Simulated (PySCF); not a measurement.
C5H8N2O2 (charge +1 and doublet state).
Z-matrix (Å and degrees, GFN2-xTB geometry), rows numbered from 1:
```
C 
O   1  1.4236
C   2  1.3056  1  117.70
N   3  1.3565  2  125.78  1    -1.04
C   4  1.2922  3  105.60  2  -179.62
O   5  1.3375  4  114.16  3    -0.20
C   6  1.3454  5  106.20  4     0.24
C   7  1.4683  3  132.97  2    -1.08
N   8  1.4091  7  115.44  3     9.54
H   1  1.0911  2  110.77  3    44.22
H   1  1.0931  2  110.04  3   -75.73
H   1  1.0878  2  106.12  3   165.21
H   5  1.0735  4  126.08  3   179.78
H   8  1.1120  7  107.77  3  -116.53
H   8  1.1070  7  108.53  3   132.99
H   9  1.0072  8  117.25  7  -170.17
H   9  1.0077  8  119.18  7   -20.79
```

The hyperfine couplings belong to this conformer and change with its torsions.

Identity: `O(c1ncoc1C[NH2+])C` [radical] (charge +1).

Theory: UKS B3LYP, pcH-1 on C H N O, non-relativistic, mean-field spin-orbit, GIAO in PySCF 2.14.0. Geometry: GFN2-xTB, one conformer, isolated ion. The geometry wasn't refined by DFT: couplings that depend on bond lengths, twists or pyramidal angles can differ widely from those at the functional's own minimum, by a factor of two or more for some ions and for spin on atoms past the first row. The SCF solution wasn't tested for stability.

(1) Give the principal g shifts and their parts.

(2) Average each term over the three axes. Which is largest in size?

(3) At 9.342 GHz, how far is the centre of the isotropic spectrum from where a free electron (g = 2.002319) resonates?

(4) What are the electron Larmor frequencies g μB B/h along the three axes at 3350 mT?

(5) In a frozen sample, at which fields do the three g values resonate at 9.5, 34, 94 and 263 GHz (hyperfine left aside), and which band first spreads them over more than twice a line width of 1.0 mT?

## Answers

(1) 
```
                    Δg (ppm)     1     2     3
relativistic mass correction  -192  -192  -192
            gauge correction     1    34    29
   orbital Zeeman/spin–orbit   -35  1116  2245
                       total  -226   958  2082
```

So g = 2.00209, 2.00328, 2.00440 and g_iso = 2.00326; the tensor is rhombic: the two nearest values differ by 49 % of g3 − g1. Axes: g2 points within 3° of the C5–H13 bond and g3 points within 4° of the C3–C7 bond.

(2) The orbital-Zeeman/spin–orbit term 1109, the mass correction -192 and the gauge correction 21 ppm, for a total of 938 ppm. The orbital-Zeeman/spin–orbit term is the largest in size. The mass correction is the same along every axis, so the anisotropy comes from the other two: their spans along these axes are 33 (gauge) and 2280 ppm (orbital Zeeman/spin–orbit).

(3) B = hν/(g μB) with μB/h = 13.99624 MHz/mT gives 333.35 mT for the free electron and 333.19 mT at g_iso, 0.16 mT lower.

(4) 93.8730, 93.9285, 93.9812 GHz for g1, g2 and g3, a range of 108.2 MHz.

(5) 
```tsv
band	GHz	B(g3) mT	B(g2) mT	B(g1) mT	spread mT
X	9.5	338.63	338.82	339.02	0.39
Q	34.0	1211.94	1212.62	1213.34	1.40
W	94.0	3350.67	3352.55	3354.53	3.86
J	263.0	9374.75	9380.01	9385.56	10.81
```

The spread grows in proportion to the frequency. W band is the first where it exceeds 2.0 mT.

Largest spin populations (Mulliken): C7 (+0.31), N9 (+0.25), C5 (+0.16) and O2 (+0.14). Three atoms exceed +0.15.

The HOMO–LUMO gaps are 5.75 eV among the α and 1.67 eV among the β orbitals.

Time: 2.0 min wall (with the writing of density and orbital grids); peak memory 1.1 GiB. Hardware: Arm Neoverse V1, one thread, on a shared host.
